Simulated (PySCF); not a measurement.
# NMR parameters from quadrupole coupling constants

C4H6F2O.
Numbering: `[CH3:1][CH2:2][C:3](=[O:4])[CH:5]([F:6])[F:7]` (hydrogens: H8, H9, H10 on C1; H11, H12 on C2; H13 on C5)

Structure used (GFN2-xTB), in Å, numbered top down from 1:
```
atom  x, y, z in Å
C1    -1.6888   -0.5797    0.3915
C2    -0.2255   -0.5737   -0.0255
C3     0.1734    0.7015   -0.6979
O4    -0.5319    1.6454   -0.9170
C5     1.6657    0.7290   -1.1271
F6     2.4635    0.5428   -0.0476
F7     1.9238   -0.2969   -1.9742
H8    -1.9378   -1.5192    0.8765
H9    -1.8866    0.2361    1.0817
H10   -2.3293   -0.4508   -0.4771
H11    0.4310   -0.7119    0.8392
H12   -0.0086   -1.3946   -0.7162
H13    1.9467    1.6725   -1.6168
```

Computed at B3LYP/pcJ-1 (PySCF, non-relativistic):

```csv
atom,environment,nucleus,spin I,Q (b),CQ = χzz (MHz),η
O4,ketone oxygen,17O,5/2,-0.0256,12.189,0.594
```

Q: Give the quadrupolar product PQ = |CQ|√(1 + η²/3), the quadrupolar frequency νQ = 3|CQ|/[2I(2I − 1)] and the Larmor frequency ν0 = |g| × 7.62259 MHz/T × B at 16.45 T, with g(17O) = −0.75752.

A: 
| atom | PQ (MHz) | νQ (MHz) | ν0 (MHz) | νQ/ν0 |
| --- | --- | --- | --- | --- |
| O4 | 12.89 | 1.828 | 94.99 | 0.019 |

For O4: PQ = 12.19 × 1.0571, νQ = 12.19 × 0.1500, ν0 = 5.7742 MHz/T × 16.45 T.

Q: For half-integer spins with νQ below a tenth of ν0, find the second-order shift of the centre of gravity of the central transition at 16.45 and 18.8 T.

A: From −(3/40)(PQ/ν0)²[I(I + 1) − 3/4]/[I(2I − 1)]², which goes as 1/B² (ppm):

```json
{"site": "17O at O4", "16.45 T": "-110", "18.8 T": "-84.5"}
```

Q: Quadrupolar 1/T1 and linewidth for τc = 15 ps (extreme narrowing, isotropic tumbling)?

A: Rate = (3π²/10) PQ² τc (2I + 3)/[I²(2I − 1)], the same for T1 and T2; width = rate/π.

```csv
site,spin factor (2I + 3)/[I²(2I − 1)],1/T1 (s⁻¹),T1 (ms),linewidth (Hz)
17O at O4,0.320,2360,0.424,751
```

The couplings are those of the rigid, isolated species; surroundings and motion change them. GFN2-xTB bond lengths can be off by several hundredths of an ångström, more for odd bonds, and the gradients follow them. These gradients aren't converged with respect to the basis.

The run behind these numbers computed spin–spin couplings as well. Time: 54 s wall. Hardware: an x86-64 server with one thread, no GPU, on a shared host.

One conformer stands for the species.
